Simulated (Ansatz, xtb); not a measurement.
**Relative energy of two isomers of H10N2Si3**

Structure a: `N[SiH](N)[SiH2][SiH3]`, a singlet. Structure b: `N[Si](N)([SiH3])[SiH3]`, a singlet. Both are isolated molecules in the gas phase, relaxed with PBE-D3(BJ)/def2-SVP; the shapes shown needn't be the lowest conformers.

a (Å):

```xyz
15

N     0.6421   -0.5656   -0.6623
N     1.7613   -0.6358    1.9070
Si    0.3605   -0.1322    0.9995
Si   -0.1570    2.1763    0.8704
Si   -1.8188    2.5176   -0.7598
H     0.1580   -0.0678   -1.4126
H     0.8106   -1.5440   -0.9119
H    -0.7806   -0.8045    1.7347
H     2.6665   -0.2013    1.7084
H     1.6535   -0.8084    2.9094
H    -0.6600    2.6953    2.1961
H     1.0543    2.9962    0.4928
H    -3.0500    1.7204   -0.4141
H    -2.2178    3.9599   -0.9348
H    -1.3122    2.0136   -2.0904
```

b (Å):

```xyz
15

N    -0.6963   -0.6600    2.0779
N     1.1089   -2.0707    0.4759
Si    0.1131   -0.6326    0.5264
Si   -1.2691   -0.7844   -1.3939
Si    1.2498    1.4473    0.4723
H    -1.3298   -1.4418    2.2736
H    -1.0902    0.2145    2.4349
H     1.4338   -2.4042   -0.4355
H     1.8534   -2.1625    1.1746
H    -2.2290   -1.9450   -1.2936
H    -2.0866    0.4750   -1.5388
H    -0.4709   -0.9580   -2.6643
H     0.3252    2.6144    0.7256
H     2.3506    1.5024    1.5036
H     1.8807    1.6524   -0.8825
```

Problem. Estimate E(b) − E(a) at the level CCSD(T)/def2-SVP + ΔMP2/def2-TZVPP.

Solution. Calculated at CCSD(T)/def2-SVP + ΔMP2/def2-TZVPP: E(b) − E(a) = +0.140 eV, so structure a lies lower.

Level by level:

| level | geometry | E(b) − E(a) (eV) | departure from the last row (eV) | job, with rough time for the two |
| --- | --- | --- | --- | --- |
| GFN2-xTB | GFN2-xTB | +0.014 | −0.126 | optimisation, 0.41 s |
| HF/STO-3G | GFN2-xTB | +0.114 | −0.026 | single point, 0.48 s |
| r2SCAN-D4/def2-SVP | GFN2-xTB | +0.143 | +0.003 | single point, 6.9 s |
| PBE-D3(BJ)/def2-SVP | PBE-D3(BJ)/def2-SVP | +0.124 | −0.016 | optimisation, 69 s |
| HF/def2-SVP | PBE-D3(BJ)/def2-SVP | +0.169 | +0.029 | part of the CCSD(T) run |
| MP2/def2-SVP | PBE-D3(BJ)/def2-SVP | +0.167 | +0.027 | part of the CCSD(T) run |
| CCSD(T)/def2-SVP | PBE-D3(BJ)/def2-SVP | +0.156 | +0.016 | single point |
| CCSD(T)/def2-SVP + ΔMP2/def2-TZVPP | PBE-D3(BJ)/def2-SVP | +0.140 |  | single point, 66 s |

As drawn, both hold the same kinds of bond in the same numbers.

GFN2-xTB finds them nearly level. The largest departure from CCSD(T)/def2-SVP + ΔMP2/def2-TZVPP is that of GFN2-xTB, 0.126 eV. The last row adds to CCSD(T) the change of the MP2 difference between the two basis sets, here −0.016 eV.

With thermal terms from frequencies at re-optimised GFN2-xTB minima (ideal gas, soft modes damped towards free rotors, one conformer each, 298.15 K, 1 atm): the zero-point term adds −0.017 eV; ΔH is +0.138 and ΔG +0.129 eV.

The correlated steps freeze 17 core orbitals. Codes used: Ansatz 0.2.0, xtb 6.7.1; the last row on 2 threads of Arm Neoverse V1 on a shared host.
